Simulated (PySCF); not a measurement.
Compound: C7H6Cl2.
Bonds: Cl1–C2, C2–Cl3, C2–C4, C4–C5 (double), C5–C6, C6–C7 (double), C7–C8, C8–C9 (double), C5–C9. Hydrogens: H10 on C2; H11 on C4; H12 on C6; H13 on C7; H14 on C8; H15 on C9.

A PySCF run (density fitting, gas phase, GFN2-xTB geometry) gave HOMO -8.91 eV, LUMO 1.11 eV, dipole 2.26 D.

Question: Which of these levels was it?
A. CAM-B3LYP/def2-SVPD
B. OLYP/pcSseg-1
C. PBE0/pcSseg-1
D. wB97X-D/pcSseg-1
E. HF/pcSseg-1

Answer: E. It is HF/pcSseg-1. All candidates on this geometry:

| level and settings | kind | basis functions | SCF cycles | E (Eh) | HOMO (eV) | LUMO (eV) | dipole (D) |
| --- | --- | --- | --- | --- | --- | --- | --- |
| OLYP/pcSseg-1, level shift 0.2 Eh, energy threshold 1e-11 Eh | GGA | 197 | 16 | -1190.5673 | -5.51 | -3.09 | 1.58 |
| PBE0/pcSseg-1 | global hybrid | 197 | 14 | -1189.9993 | -6.80 | -2.53 | 1.80 |
| CAM-B3LYP/def2-SVPD | range-separated hybrid | 242 | 13 | -1190.1058 | -8.07 | -1.45 | 1.84 |
| wB97X-D/pcSseg-1 | range-separated hybrid | 197 | 14 | -1190.5205 | -8.65 | -0.86 | 1.92 |
| HF/pcSseg-1, damping 0.3 at the start, DIIS from the seventh cycle, energy threshold 1e-07 Eh | Hartree–Fock | 197 | 11 | -1187.4010 | -8.91 | 1.11 | 2.26 |

The nearest other candidate, by the summed differences of HOMO and LUMO, is wB97X-D/pcSseg-1: its HOMO differs by +0.26 eV and its LUMO by -1.97 eV. wB97X-D ran without the empirical dispersion term, which would shift the total energy alone. Cycle counts include a coarse-grid stage where the run had one.

The values belong to the conformer `[Cl:1][CH:2]([Cl:3])[CH:4]=[C:5]1[CH:6]=[CH:7][CH:8]=[CH:9]1`: Cl1–C2–C4–C5 -120°.
